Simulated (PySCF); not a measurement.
Predicted microwave data (PBE0/pcSseg-1 in PySCF (dipole) on a GFN2-xTB geometry, gas phase) for one isomer of C5H6OS:

```
Rotational constants : A = 5748, B = 1562, C = 1238 MHz
Dipole components    : |μa| = 0.90 D, |μb| = 0.72 D, |μc| = 0.00 D
Inertial defect      : -3.22 u·Å²
κ                    : -0.86
```

Question: Which structure is it? (One computed conformer of each.)
A. `[CH3:1][O:2][c:3]1[cH:4][cH:5][s:6][cH:7]1` with C1–O2–C3–C4 179°
B. `[O:1]=[CH:2][C:3]1=[CH:4][CH2:5][CH2:6][S:7]1` with O1–C2–C3–C4 2°, C3–C4–C5–C6 13°, C4–C5–C6–S7 -17°, C5–C6–S7–C3 15°, C2–C3–S7–C6 173°
C. `[CH:1]#[C:2][CH2:3][C:4](=[S:5])[O:6][CH3:7]` with C2–C3–C4–S5 -95°, C3–C4–O6–C7 -177°

Answer: A. It is COc1ccsc1, an asymmetric top, point group Cs. The candidates at the same level (rigid rotor, commonest isotopes):

```csv
SMILES,A (MHz),B (MHz),C (MHz),μa (D),μb (D),μc (D),Δ (u·Å²),point group,rotor
O=CC1=CCCS1,4443,1692,1249,3.46,0.96,0.02,-7.85,C1,asymmetric top
C#CCC(=S)OC,3280,1542,1239,0.24,2.10,0.40,-73.95,C1,asymmetric top
COc1ccsc1,5748,1562,1238,0.90,0.72,0.00,-3.22,Cs,asymmetric top
```

`O=CC1=CCCS1` has A 23 % too low; `C#CCC(=S)OC` has A 43 % too low. In the right answer the mirror of this Cs structure is the ab plane, so μc vanishes by symmetry (the 0.02 D computed is a residue). No structure here is proved a minimum.
